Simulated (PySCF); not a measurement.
C6H5F3O.
Numbering: `[CH2:1]=[C:2]1[CH2:3][C@H:4]1[C:5](=[O:6])[C:7]([F:8])([F:9])[F:10]`

NICS = −σ at a ghost point: NICS(0) at the centroid of the ring atoms, NICS(1) 1 Å to either side along the normal of their mean plane, zz for the tensor component along that normal. Level: GIAO PBE0/pcSseg-1 (PySCF, non-relativistic, gas phase) on the GFN2-xTB geometry, one conformer.

Ring bond lengths (Å), with Mayer bond orders in brackets: C2–C3 1.443 (0.96), C3–C4 1.535 (0.91), C4–C2 1.500 (0.86).

Task: What do the NICS probes read (ppm)?

Result: 
```csv
ring,type,NICS(0),"NICS(1), two faces","NICS(1)zz, two faces",rms pucker (Å),"centre to ring atoms, mean (Å)"
C2–C3–C4,3-membered carbocycle; formal bonds all single,-32.3,-6.9 / -8.0,-18.4 / -20.2,0.00,0.86
```

Task: What can be read from them?

Result: 
- C2–C3–C4: mean NICS(1)zz -19.3 ppm, shielded. C3, C4 have four or more neighbours, so the value isn't read as a sign of a π ring current. NICS(0) lies 25 ppm below the mean NICS(1).

Task: What is the mean of the two in-plane components of NICS at the first NICS(1) probe listed for ring C2–C3–C4, 1 Å off the ring?

Result: The isotropic value is a third of the trace: (3 × -6.9 − (-18.4))/2 = -1.2 ppm.

Task: List the ring angles and the Hirshfeld charges of the ring atoms.

Result: 
- C2–C3–C4: C2 62.8° (+0.012 e), C3 60.4° (-0.068 e), C4 56.8° (-0.064 e); sum 180.0° against 180° for a flat convex ring.

Task: What are the shieldings of the ring atoms and their hydrogens in the same run (means over atoms taken as equivalent)?

Result: 
| atoms | environment | σ isotropic (ppm) | principal values of the symmetric part, first atom (ppm) |
| --- | --- | --- | --- |
| C2 | fully substituted alkene carbon | 42.8 | -43.3, 5.4, 166.2 |
| C3 | allylic carbon | 169.4 | 153.3, 162.6, 192.4 |
| C4 | sp3 carbon next to a carbonyl | 161.9 | 123.0, 149.8, 212.8 |
| H on C3 | methylene hydrogen | 29.77 | 24.6, 26.1, 38.5 |
| H on C3 | methylene hydrogen | 29.32 | 24.5, 26.7, 36.7 |
| H on C4 | methine hydrogen | 28.90 | 23.4, 29.3, 34.1 |

On one thread, Arm Neoverse N1 (shared host), this took 57 s of wall time. This is the whole shielding run at PBE0/pcSseg-1, SCF included.

The values belong to the conformer `[CH2:1]=[C:2]1[CH2:3][C@H:4]1[C:5](=[O:6])[C:7]([F:8])([F:9])[F:10]`: C3–C4–C5–O6 18°, C4–C5–C7–F8 -59°.
